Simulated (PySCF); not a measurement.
A calculated (M06-2X, PySCF 2.14, x2c-TZVPPall, the spin-free X2C one-electron Hamiltonian (Gaussian nucleus)) atom or ion has these occupied shells.

| shell | electrons | orbital energy (eV) | rms radius, mean of both spins (bohr) |
| --- | --- | --- | --- |
| 1s α | 1 | -25465.7 | 0.0357 |
| 1s β | 1 | -25465.7 | 0.0357 |
| 2s α | 1 | -3788.1 | 0.146 |
| 2s β | 1 | -3788.1 | 0.146 |
| 2p α | 3 | -3402.3 | 0.130 |
| 2p β | 3 | -3402.3 | 0.130 |
| 3s α | 1 | -709.20 | 0.394 |
| 3s β | 1 | -709.13 | 0.394 |
| 3p α | 3 | -581.60 | 0.395 |
| 3p β | 3 | -581.57 | 0.395 |
| 3d α | 5 | -377.46 | 0.376 |
| 3d β | 5 | -377.45 | 0.376 |
| 4s α | 1 | -104.58 | 0.976 |
| 4s β | 1 | -104.45 | 0.976 |
| 4p α | 3 | -66.424 | 1.08 |
| 4p β | 3 | -66.345 | 1.08 |
| 4d α | 5 | -11.357 | 1.56 |
| 4d β | 5 | -11.169 | 1.56 |
| 5s α | 1 | -5.686 | 3.53 |

Task: Name the element and its charge.

Result: Ag (silver, neutral), in [Kr] 4d10 5s1, 2S determinant.
